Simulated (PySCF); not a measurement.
SMILES c1(occc1)-c1c(cccc1)C=C (C12H10O), GFN2-xTB optimised geometry.

```
23

C     -3.17    -1.01    -0.50
C     -2.02    -0.78     0.11
C     -1.25     0.46     0.00
C     -1.92     1.68    -0.04
C     -1.23     2.88    -0.06
C      0.16     2.88    -0.03
C      0.84     1.68     0.00
C      0.15     0.46     0.00
C      0.93    -0.77    -0.04
C      0.66    -2.01    -0.56
C      1.82    -2.79    -0.35
C      2.71    -1.98     0.28
O      2.19    -0.76     0.47
H     -3.71    -1.94    -0.36
H     -3.62    -0.30    -1.17
H     -1.58    -1.54     0.75
H     -3.00     1.69    -0.02
H     -1.77     3.81    -0.08
H      0.71     3.81    -0.03
H      1.92     1.66     0.01
H     -0.23    -2.32    -1.06
H      1.97    -3.81    -0.63
H      3.71    -2.14     0.64
```

Density from CAM-B3LYP/def2-SVP (PySCF 2.14.0) at that geometry.

Minimum of the electron density along straight lines between bonded atoms, close to the bond critical point (lines longer than 1.1 times the sum of covalent radii, or with two minima, are not listed):

| bond | length / Å | ρ at the minimum / e bohr⁻³ | ∇²ρ there / e bohr⁻⁵ | position (fraction from the first atom) |
|---|---|---|---|---|
| C1–C2 | 1.326 | 0.345 | -0.93 | 0.50 |
| C2–C3 | 1.462 | 0.276 | -0.69 | 0.50 |
| C3–C4 | 1.393 | 0.310 | -0.79 | 0.50 |
| C4–C5 | 1.381 | 0.317 | -0.83 | 0.50 |
| C5–C6 | 1.386 | 0.314 | -0.82 | 0.50 |
| C6–C7 | 1.380 | 0.317 | -0.83 | 0.50 |
| C3–C8 | 1.406 | 0.302 | -0.75 | 0.50 |
| C7–C8 | 1.395 | 0.309 | -0.79 | 0.50 |
| C8–C9 | 1.454 | 0.281 | -0.71 | 0.49 |
| C9–C10 | 1.373 | 0.322 | -0.81 | 0.52 |
| C10–C11 | 1.413 | 0.295 | -0.72 | 0.50 |
| C11–C12 | 1.361 | 0.329 | -0.85 | 0.48 |
| C9–O13 | 1.355 | 0.283 | -0.01 | 0.33 |
| C12–O13 | 1.341 | 0.291 | 0.07 | 0.33 |
| C1–H14 | 1.077 | 0.284 | -1.10 | 0.64 |
| C1–H15 | 1.077 | 0.283 | -1.10 | 0.64 |
| C2–H16 | 1.083 | 0.284 | -1.10 | 0.64 |
| C4–H17 | 1.080 | 0.285 | -1.10 | 0.64 |
| C5–H18 | 1.080 | 0.284 | -1.09 | 0.63 |
| C6–H19 | 1.080 | 0.284 | -1.09 | 0.63 |
| C7–H20 | 1.080 | 0.285 | -1.11 | 0.64 |
| C10–H21 | 1.070 | 0.287 | -1.14 | 0.64 |
| C11–H22 | 1.071 | 0.286 | -1.12 | 0.64 |
| C12–H23 | 1.072 | 0.291 | -1.19 | 0.65 |
